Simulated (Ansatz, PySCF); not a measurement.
C$_{2}$H$_{9}$NOSi, singlet, geometry from GFN2-xTB. Base run: CASSCF(6,5)/STO-3G (PySCF).

Input for PySCF:
```python
from pyscf import gto, scf, mcscf
import numpy

mol = gto.Mole()
mol.atom = '''
    Si    0.01544862   -0.27049964   -0.48237745
    N    -1.26913165    0.10223560    0.57873133
    C    -2.63873035   -0.19086846    0.25459723
    O     1.26481054    0.38170243    0.32350556
    C     2.60135553    0.28783423   -0.04091933
    H     0.11411559   -1.73037044   -0.59305393
    H    -0.05369882    0.29550987   -1.84271638
    H    -1.17601125    0.91693895    1.16623558
    H    -3.10639712    0.58871050   -0.35836616
    H    -2.67039112   -1.12173202   -0.30632170
    H    -3.22839377   -0.31189436    1.16553224
    H     3.19524687    0.83340063    0.69374332
    H     2.77059072    0.72032817   -1.03064794
    H     2.92834451   -0.75495953   -0.06235215
'''
mol.basis = 'sto-3g'
mol.verbose = 4
mol.build()

mf = scf.RHF(mol)
mf.kernel()
mc = mcscf.CASSCF(mf, 5, 6)
mc.fix_spin_(ss=0.0)
mc.kernel()
occ = numpy.linalg.eigvalsh(mc.fcisolver.make_rdm1(mc.ci, mc.ncas, mc.nelecas))[::-1]
ss = mc.fcisolver.spin_square(mc.ci, mc.ncas, mc.nelecas)[0]
print('natural occupations', occ.round(4), ' <S^2>', round(ss, 4))
```

Programs used: Ansatz (a program for electronic structure), PySCF; a row that names a program was run with it.

Each row names what was changed in the base input (with any setting that the change needs).

| change | ΔE vs base (mEh) | natural occupations | <S^2> of the state | outcome |
|---|---|---|---|---|
| base | 0.000 | 2.00 1.98 1.98 0.03 0.02 | 0.00 | converged |
| code = ansatz; correction = SC-NEVPT2, all electrons | -196.3 | - | - | converged |
| state_average = 2 states | 5.492 | - | - | converged |
| fix_spin_ = off | 0.000 | 2.00 1.98 1.98 0.03 0.02 | 0.00 | converged |
| active space = 10 electrons, 8 orbitals | -13.721 | 2.00 2.00 1.99 1.98 1.98 0.03 0.02 0.02 | 0.00 | converged |
| orbitals = fixed (CASCI) | 26.908 | 2.00 2.00 2.00 0.00 0.00 | 0.00 | converged |
| start = MP2 natural orbitals | -8.673 | 2.00 1.98 1.98 0.02 0.02 | 0.00 | converged |
| conv_tol = 1e-5 | 0.000 | 2.00 1.98 1.98 0.03 0.02 | 0.00 | converged |
| solver = newton | - | - | - | not converged |
| active space = 2 electrons, 2 orbitals | 19.556 | 1.99 0.01 | 0.00 | converged |
| active space = 4 electrons, 3 orbitals | 14.337 | 2.00 1.98 0.02 | 0.00 | converged |

Active orbitals are taken around the Fermi level unless the row says otherwise; CASSCF can end in different local minima, and two programs can end on different orbitals. State-averaged rows give the lowest state.

Ansatz warned in this series: other orbitals give a lower active-space energy.
